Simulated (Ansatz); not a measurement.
H6N2O2Si (`N[Si](N)(O)O`) at its PBE0-D4/def2-TZVP geometry, where that method's forces vanish. Total charge 0; spin multiplicity 1.

```xyz
11

N     0.9776    1.0745   -0.7036
Si   -0.1172   -0.0755   -0.0978
N     0.1522   -0.4143    1.5426
O    -0.0502   -1.5784   -0.7692
O    -1.5656    0.6337   -0.4386
H     1.9536    0.8752   -0.8348
H     0.6535    1.8335   -1.2771
H     0.1571   -1.3537    1.8976
H     0.5452    0.2572    2.1767
H    -0.4234   -1.6549   -1.6481
H    -2.2828    0.4027    0.1522
```

(1) What forces (eV/Å) does ωB97M-V/def2-TZVPP give on these atoms in Ansatz 0.2.0? (Best estimate.)

Results:

(1) Computed: 
```
N1   0.055  0.036 -0.037
Si2  0.035  0.023  0.031
N3   0.015 -0.009  0.072
O4  -0.016 -0.077 -0.092
O5  -0.115  0.021  0.021
H6  -0.012  0.022 -0.005
H7   0.018 -0.012  0.006
H8   0.004  0.021  0.006
H9  -0.007 -0.023  0.002
H10  0.015 -0.020  0.026
H11  0.008  0.018 -0.031
```
